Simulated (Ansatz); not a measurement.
```yaml
crystal:
  periodic: [false, false, false]
  atoms:
    - {symbol: C, position_ang: [1.797152, -1.162075, 1.532096]}
    - {symbol: Si, position_ang: [1.548594, 0.186510, 0.262088]}
    - {symbol: C, position_ang: [2.159837, -0.391963, -1.407037]}
    - {symbol: C, position_ang: [2.445534, 1.737263, 0.779617]}
    - {symbol: O, position_ang: [-0.046149, 0.555747, 0.162902]}
    - {symbol: Si, position_ang: [-1.576497, 0.078558, -0.183113]}
    - {symbol: C, position_ang: [-1.687092, -0.395870, -1.987556]}
    - {symbol: C, position_ang: [-2.702106, 1.520697, 0.178027]}
    - {symbol: C, position_ang: [-2.030622, -1.384999, 0.887410]}
    - {symbol: H, position_ang: [1.283743, -2.082211, 1.240711]}
    - {symbol: H, position_ang: [2.858692, -1.396999, 1.651203]}
    - {symbol: H, position_ang: [1.409994, -0.857093, 2.507840]}
    - {symbol: H, position_ang: [1.654535, -1.309841, -1.719315]}
    - {symbol: H, position_ang: [1.981630, 0.366286, -2.174036]}
    - {symbol: H, position_ang: [3.233896, -0.596799, -1.381202]}
    - {symbol: H, position_ang: [2.292824, 2.536491, 0.049837]}
    - {symbol: H, position_ang: [2.080069, 2.092438, 1.746551]}
    - {symbol: H, position_ang: [3.521443, 1.563189, 0.868994]}
    - {symbol: H, position_ang: [-1.388838, 0.436721, -2.630069]}
    - {symbol: H, position_ang: [-2.709091, -0.677540, -2.256652]}
    - {symbol: H, position_ang: [-1.037224, -1.244753, -2.216066]}
    - {symbol: H, position_ang: [-2.430609, 2.386742, -0.431019]}
    - {symbol: H, position_ang: [-2.632172, 1.814823, 1.228387]}
    - {symbol: H, position_ang: [-3.745939, 1.273129, -0.034112]}
    - {symbol: H, position_ang: [-1.928343, -1.141338, 1.948148]}
    - {symbol: H, position_ang: [-1.389424, -2.245385, 0.677783]}
    - {symbol: H, position_ang: [-3.065638, -1.692029, 0.712184]}
basis:
  gaussian: {orbitals: def2-TZVPP, final_grid: {core_spheres: 5, valence_spheres: 4, degree: 11}}
hamiltonian: {xc: {name: HSE06}}
accuracy: high
scf: {lower_state_search: light}
```

```sh
$ ansatz run in.yaml --threads 4 --pin off --events-out ev --progress --plain --max-ram 66560MiB --backend cuda --devices 0, --max-vram 37GiB
```

It prints (some lines left out):

```
Functional definition: HSE06
10075 factors; integrals over basis functions are off by at most 2.7e-7 eV
183 factors; integrals over basis functions are off by at most 1.7e-9 eV
mean field evaluation 1: about -24277.7298 eV, gradient 1.2e2 eV
mean field evaluation 2: about -24262.5383 eV, gradient 1.4e2 eV
mean field evaluation 4: about -24309.0392 eV, gradient 9.3e0 eV
mean field evaluation 8: about -24309.3983 eV, gradient 3.5e-1 eV
mean field evaluation 16: about -24309.3986 eV, gradient 8.5e-5 eV
mean field -24309.39855243 eV, -893.3539192997 hartree, gradient 7.6e-8 eV, S^2 0.000000; 0 other end points of the search recorded, 0 dependent functions left out
reference -24309.39856339 eV, -893.3539197023 hartree; 45, 45 occupied and 508, 508 virtual orbitals, 10075 factors
Total energy: -24309.39856339 eV, -893.3539197023 hartree
```

It took 18 s on 4 threads of an AMD EPYC 7R13 on a shared host and a share of an NVIDIA H100 80 GB, with 2.6 GiB of host memory at the peak.
